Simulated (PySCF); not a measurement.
Telling isomers of C₃H₃F₃O apart by NMR

One conformer, fast rotation and ring inversion assumed for equivalent nuclei, non-relativistic Hamiltonian, isolated molecule. PBE0/pcSseg-1 with gauge-including orbitals; PBE0-D3(BJ)/def2-SVP geometry; J: B3LYP/pcJ-1 (spin–dipole term left out of most H,H and C,H couplings); PySCF 2.14.

References, each an isolated molecule treated in the same way: TMS for 1H and 13C. Multiplet labels drop J under 1 Hz and among equivalent protons, and merge close values. Unscaled 3J(H,H) run several per cent high. One-bond C–F couplings are unscaled and too large by tens of Hz. Shifts are as computed. Against solution values, carbons near 30 ppm lie about +2 ppm off and those near 130 ppm about +5 ppm. Of 1309 compounds with measured shifts, 239 miss one by over three times the rms of a fit or turn the order of signals round; such compounds aren't used in these exercises.

(1) Tabulate the signals of `C=COC(F)(F)F`, `CC(=O)C(F)(F)F` and their relative energies.

(2) What is the quickest way to tell C=COC(F)(F)F from CC(=O)C(F)(F)F?

## Answers

(1) 
```tsv
SMILES	carbon types	δC	δH	E rel. (kcal/mol)
C=COC(F)(F)F	1×C 1×CH 1×CH2	149.3, 126.7, 101.4	6.23 (ddq, 1H), 5.02 (dqd, 1H), 4.80 (ddq, 1H)	12.3
CC(=O)C(F)(F)F	2×C 1×CH3	195.7, 120.3, 25.0	2.39 (q, 3H)	0.0
```

Energies are electronic energies at PBE0/pcSseg-1 on these geometries, without zero-point or thermal terms, each for the one conformer computed, which needn't be the lowest.

(2) Both give the same number of carbon signals, but DEPT or the intensities differ. The first has an alkene carbon bearing oxygen (CH) at 149.3 ppm, the second a ketone carbonyl carbon (C) at 195.7 ppm. In the proton spectra the most deshielded non-exchanging signals are 6.23 (ddq, J = 16.7, 8.9, 1.5 Hz, 1H) and 2.39 (q, J = 1.2 Hz, 3H).
